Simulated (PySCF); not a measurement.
Two species compared at the same levels of theory.

First species: C3H7ClSi.
SMILES: `C/C=C\[SiH2]Cl`

Second species: C7H15P.
Cartesian coordinates in Å at the GFN2-xTB level; atoms count from 1:
```
atom  x, y, z in Å
C1     3.5616    0.2497    0.1271
C2     2.5988   -0.0175   -0.7376
C3     1.2256    0.5488   -0.6727
P4    -0.0034   -0.8176   -0.2875
C5     0.4949   -1.0588    1.4800
C6    -1.5207    0.2631   -0.0201
C7    -2.0137    0.8118   -1.3552
C8    -2.6214   -0.5607    0.6408
H9     4.5387   -0.1959    0.0480
H10    3.4139    0.9352    0.9465
H11    2.7736   -0.7121   -1.5496
H12    0.9525    0.9603   -1.6475
H13    1.1544    1.3326    0.0864
H14    0.3265   -0.1572    2.0684
H15    1.5543   -1.3102    1.4979
H16   -0.0614   -1.8876    1.9120
H17   -1.2459    1.0974    0.6389
H18   -2.9348    1.3757   -1.2142
H19   -1.2790    1.4729   -1.8092
H20   -2.2155   -0.0055   -2.0455
H21   -3.5138    0.0475    0.7828
H22   -2.8834   -1.4101    0.0124
H23   -2.3067   -0.9350    1.6121
```

Levels: PBE0/pcSseg-1 for dipole moment, HOMO energy, LUMO energy and HOMO–LUMO gap; GFN2-xTB for rotational constant A and rotational constant C. Geometries: GFN2-xTB. All species are isolated and taken at one optimised geometry, non-relativistic unless stated. Electronic properties by PySCF.

Dipoles, sizes and rotational constants follow the conformer. The torsions of the flexible species, by atom-mapped SMILES:
- `[CH3:1]/[CH:2]=[CH:3]\[SiH2:4][Cl:5]`: C2–C3–Si4–Cl5 -64°
- `[CH2:1]=[CH:2][CH2:3][P:4]([CH3:5])[CH:6]([CH3:7])[CH3:8]`: C1–C2–C3–P4 -113°, C2–C3–P4–C5 72°, C3–P4–C6–C7 73°

```json
{"property": "dipole moment", "column X": "2.07 D", "column Y": "1.20 D"}
{"property": "HOMO energy", "column X": "-7.81 eV", "column Y": "-6.53 eV"}
{"property": "LUMO energy", "column X": "-0.76 eV", "column Y": "0.26 eV"}
{"property": "HOMO–LUMO gap", "column X": "7.05 eV", "column Y": "6.79 eV"}
{"property": "rotational constant A", "column X": "4.851 GHz", "column Y": "3.152 GHz"}
{"property": "rotational constant C", "column X": "1.529 GHz", "column Y": "0.806 GHz"}
```

Which column belongs to which species?

Column X is the first species and column Y the second. The first has 12 atoms and 56 electrons, the second 23 and 72.

How does each property change from the first species to the second?

dipole moment -0.87 D; HOMO energy +1.28 eV; LUMO energy +1.02 eV; HOMO–LUMO gap -0.26 eV; rotational constant A -1.699 GHz; rotational constant C -0.723 GHz.

On the first: In atomic units the dipole is 0.82 e·bohr (1 au = 2.5417 D).

On the second: The dipole matches unit charges of opposite sign 0.25 Å apart (1 e·Å = 4.8032 D).
